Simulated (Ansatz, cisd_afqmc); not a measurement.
Species: Sn, charge 1, doublet.

Total energies in def2-SVPD, 3 correlated electrons, 9 frozen orbitals. Open shells are spin-unrestricted; no spin-orbit coupling. Cores are frozen in correlated methods (noble-gas shells, and filled d and f shells in the p block). Past Kr the def2 sets carry scalar-relativistic core potentials. The Monte Carlo rows (phaseless AFQMC, CISD trial, step 0.005/hartree) carry one-sigma bars that omit the constraint's bias. Outlying blocks are dropped, and bars are widened where a walk drifts. Over all cases where full CI ran beside it in this data, AFQMC minus full CI had a median of +0.1 mEh and passed +0.4 mEh in a tenth of the cases. Spin-orbit terms, left out, reach several kcal/mol for Br and I, and more for heavier atoms.

```tsv
method	program	energy (Eh)	minus CCSDT (mEh)
HF	Ansatz	-213.08462	40.79
MP2	Ansatz	-213.11164	13.78
CCSD	Ansatz	-213.12484	0.58
CCSD(T)	Ansatz	-213.12524	0.18
CCSDT	Ansatz	-213.12542	0.00
AFQMC/CISD	cisd_afqmc	-213.1254 ± 0.0001	0.0 ± 0.1
```

Ansatz is a first-principles code.
